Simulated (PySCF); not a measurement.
CH₁₀ClNSi₃, SMILES C[Si@@]([SiH2][SiH3])(Cl)N. Geometry optimised at PBE-D3(BJ)/def2-SVP. The structure was generated by enumeration; whether it is a known compound was not checked. Other conformers were not sampled.

Computed equilibrium geometry at PBE-D3(BJ)/def2-SVP (PySCF confirms it by a frequency run) as bond lengths and angles (one conformer of several):
Atoms: C1 Si2 N3 Cl4 Si5 Si6 H7 H8 H9 H10 H11 H12 H13 H14 H15 H16. Bonds (Å): C1–Si2 1.878, C1–H7 1.110, C1–H8 1.108, C1–H9 1.109, Si2–N3 1.740, Si2–Cl4 2.121, Si2–Si5 2.348, N3–H10 1.024, N3–H11 1.025, Si5–Si6 2.353, Si5–H12 1.508, Si5–H13 1.507, Si6–H14 1.506, Si6–H15 1.507, Si6–H16 1.507. Bond angles (°): Si2–C1–H7 110.4, Si2–C1–H8 110.6, Si2–C1–H9 110.4, H7–C1–H8 107.8, H7–C1–H9 108.6, H8–C1–H9 109.0, C1–Si2–N3 108.2, C1–Si2–Cl4 106.7, C1–Si2–Si5 113.7, N3–Si2–Cl4 114.1, N3–Si2–Si5 106.1, Cl4–Si2–Si5 108.2, Si2–N3–H10 118.4, Si2–N3–H11 118.3, H10–N3–H11 109.7, Si2–Si5–Si6 106.4, Si2–Si5–H12 110.9, Si2–Si5–H13 110.4, Si6–Si5–H12 109.9, Si6–Si5–H13 110.9, H12–Si5–H13 108.4, Si5–Si6–H14 109.4, Si5–Si6–H15 112.7, Si5–Si6–H16 109.3, H14–Si6–H15 108.5, H14–Si6–H16 108.4, H15–Si6–H16 108.4.
